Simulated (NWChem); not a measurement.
System: SiH3O cation; SMILES [OH+]=[SiH2]

The following NWChem deck was run.

```
start job
memory heap 200 mb stack 900 mb global 1100 mb
charge 1
geometry units angstroms noautosym nocenter noautoz
  O     -0.151604    -1.089374     0.000000
  Si    -0.050471     0.495105     0.000000
  H      0.569462    -1.745977     0.000000
  H      1.255118     1.175440     0.000000
  H     -1.355214     1.162261     0.000000
end
basis spherical
  * library pcsseg-2
end
dft
  xc pbe0
  iterations 150
end
property
  shielding
end
task dft property
```

Parts of the log:

```
             Northwest Computational Chemistry Package (NWChem) 7.3.0
             --------------------------------------------------------

                             Geometry "geometry" -> ""
                             -------------------------

 Output coordinates in angstroms (scale by  1.889725989 to convert to a.u.)

  No.       Tag          Charge          X              Y              Z
 ---- ---------------- ---------- -------------- -------------- --------------
    1 O                    8.0000    -0.15160400    -1.08937400     0.00000000
    2 Si                  14.0000    -0.05047100     0.49510500     0.00000000
    3 H                    1.0000     0.56946200    -1.74597700     0.00000000
    4 H                    1.0000     1.25511800     1.17544000     0.00000000
    5 H                    1.0000    -1.35521400     1.16226100     0.00000000

 Effective nuclear repulsion energy (a.u.)      58.7208897514

                              NWChem Property Module
                              ----------------------

  itol2e modified to match energy
  convergence criterion.

                                 NWChem DFT Module
                                 -----------------

 Summary of "ao basis" -> "ao basis" (spherical)
 ------------------------------------------------------------------------------
       Tag                 Description            Shells   Functions and Types
 ---------------- ------------------------------  ------  ---------------------
 O                          pcsseg-2                12       36   4s5p2d1f
 Si                         pcsseg-2                15       43   5s7p2d1f
 H                          pcsseg-2                 6       14   3s2p1d

  itol2e modified to match energy
  convergence criterion.

            General Information
            -------------------
          SCF calculation type: DFT
          Wavefunction type:  closed shell.
          No. of atoms     :     5
          No. of electrons :    24
           Alpha electrons :    12
            Beta electrons :    12
          Charge           :     1
          Spin multiplicity:     1
          Use of symmetry is: off; symmetry adaption is: off
          Maximum number of iterations: 150
          AO basis - number of functions:   121
                     number of shells:    45
          Convergence on energy requested:  1.00D-07
          Convergence on density requested:  1.00D-05
          Convergence on gradient requested:  5.00D-04

[...]

          -----------------------------------------
          Chemical Shielding Tensors (GIAO, in ppm)
          -----------------------------------------

                                NWChem CPHF Module
                                ------------------

  scftype          =     RHF
  nclosed          =       12
  nopen            =        0
  variables        =     1308
  # of vectors     =        3
  tolerance        = 0.10D-03
  level shift      = 0.00D+00
  max iterations   =       50
  max subspace     =       30

 SCF residual:    2.0606497716065569E-004

Iterative solution of linear equations
  No. of variables     1308
  No. of equations        3
  Maximum subspace       30
        Iterations       50
       Convergence  1.0D-04

   iter   nsub   residual    time
   ----  ------  --------  ---------
     1      3    6.80D-01      83.3
     2      6    1.98D-02      99.0
     3      9    1.14D-03     112.3
     4     12    6.40D-05     125.0

      Atom:    1  O
        Diamagnetic
    381.0682     -4.5579      0.0000
     -4.5579    408.3147      0.0000
      0.0000      0.0000    373.4929

        Paramagnetic
   -409.3182     80.3894     -0.0000
     80.3894   -262.1447     -0.0000
     -0.0000     -0.0000    -62.5926

        Total Shielding Tensor
    -28.2500     75.8315     -0.0000
     75.8315    146.1699     -0.0000
     -0.0000     -0.0000    310.9003

           isotropic =     142.9401
          anisotropy =     251.9403

          Principal Components and Axis System
                 1           2           3
              310.9003    174.5281    -56.6081

      1        -0.0000      0.3503      0.9366
      2        -0.0000      0.9366     -0.3503
      3         1.0000      0.0000      0.0000

      Atom:    2  Si
        Diamagnetic
    871.7911      0.3962     -0.0000
      0.3962    879.0872      0.0000
     -0.0000      0.0000    877.7033

        Paramagnetic
   -623.4277     19.8030     -0.0000
     19.8030   -793.5733      0.0000
     -0.0000      0.0000   -601.0505

        Total Shielding Tensor
    248.3634     20.1991     -0.0000
     20.1991     85.5139      0.0000
     -0.0000      0.0000    276.6527

           isotropic =     203.5100
          anisotropy =     109.7141

          Principal Components and Axis System
                 1           2           3
              276.6527    250.8314     83.0459

      1        -0.0000      0.9926     -0.1213
      2         0.0000      0.1213      0.9926
      3         1.0000      0.0000     -0.0000

      Atom:    3  H
        Diamagnetic
     29.2997    -11.1684     -0.0000
    -11.1684     33.7984      0.0000
     -0.0000      0.0000     18.5781

        Paramagnetic
     -8.2119      5.6543      0.0000
      5.6543     -6.2874      0.0000
      0.0000      0.0000      0.0948

        Total Shielding Tensor
     21.0878     -5.5141      0.0000
     -5.5141     27.5110      0.0000
      0.0000      0.0000     18.6729

           isotropic =      22.4239
          anisotropy =      12.3851

          Principal Components and Axis System
                 1           2           3
               30.6806     18.6729     17.9182

      1        -0.4983      0.0000      0.8670
      2         0.8670      0.0000      0.4983
      3         0.0000      1.0000     -0.0000

      Atom:    4  H
        Diamagnetic
     31.3424      6.2233     -0.0000
      6.2233     25.1133      0.0000
     -0.0000      0.0000     20.7094

        Paramagnetic
     -4.1336     -2.7875      0.0000
     -2.7875     -0.6183      0.0000
      0.0000      0.0000      0.6055

[...]
```

Level: PBE0/pcSseg-2, GIAO. All runs use the structure optimised with B3LYP/6-31G* (spherical d). The printed shielding anisotropy is the first printed principal value minus the mean of the other two.
